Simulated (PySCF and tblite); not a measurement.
Results of a calculation; reference values are marked as such.
System: C₆H₈BN, numbered as in [BH2:1][NH:2][c:3]1[cH:4][cH:5][cH:6][cH:7][cH:8]1.

Motion: rotation about the B1–N2 bond (torsion H–B1–N2–C3 from 0° to 180°, rising). GFN2-xTB gives an electronic barrier of 23.4 kcal/mol.

PBE0/pcSseg-1 + D3(BJ) on GFN2-xTB geometries gives 32.7 kcal/mol and k(298 K) = 1.4×10⁻⁹ s⁻¹.

Task: What does BLYP/pcSseg-1 + D3(BJ) give on GFN2-xTB geometries?

Result: A barrier of 33.1 kcal/mol, 0.4 above the first DFT barrier (from unrounded values) and, with GFN2-xTB thermal terms, ΔG‡(298 K) = 30.3 kcal/mol and k = 7.3×10⁻¹⁰ s⁻¹ (2 equivalent paths).

Task: At the first level the ¹H lines of H on B1 [a] / H on B1 [b] span 44 Hz and merge at 568 K (60 MHz). What does the second level predict?

Result: A span of 48 Hz and merging at 577 K.

Programs: tblite and PySCF.
